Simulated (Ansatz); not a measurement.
```yaml
crystal:
  periodic: [false, false, false]
  atoms:
    - {symbol: Bi, position_ang: [1.112605, -0.372920, 0.569845]}
    - {symbol: Bi, position_ang: [-1.112605, 0.372920, -0.569845]}
basis:
  gaussian: {orbitals: def2-TZVP, fitting: {mean_field: def2-universal-jkfit}}
hamiltonian: {xc: {name: B3LYP}}
multiplicity: 3
output: {forces: true}
```

```sh
$ ansatz run in.yaml --threads 2 --pin off --events-out ev --progress --plain --max-ram 32768MiB --backend cpu
```

It prints (some lines left out):

```
Error: YAML parse error: error: line 9 column 1: unknown field `multiplicity`, expected one of crystal, accuracy, basis, kpoints, hamiltonian, magnetization, projection, total_charge, correlation, batch, efield, external_charges, scf, relax, neb, saddle, md, ramp, phonons, dielectric, real_time, elastic, magnetic_configurations, gw, evaluate, workflow, output, checkpoint, execution
 7 |   gaussian: {orbitals: def2-TZVP, fitting: {mean_field: def2-univ…
 8 | hamiltonian: {xc: {name: B3LYP}}
 9 | multiplicity: 3
10 | output: {forces: true}
```

In this input the input holds a key that doesn't belong there. The input was rejected before any iteration.
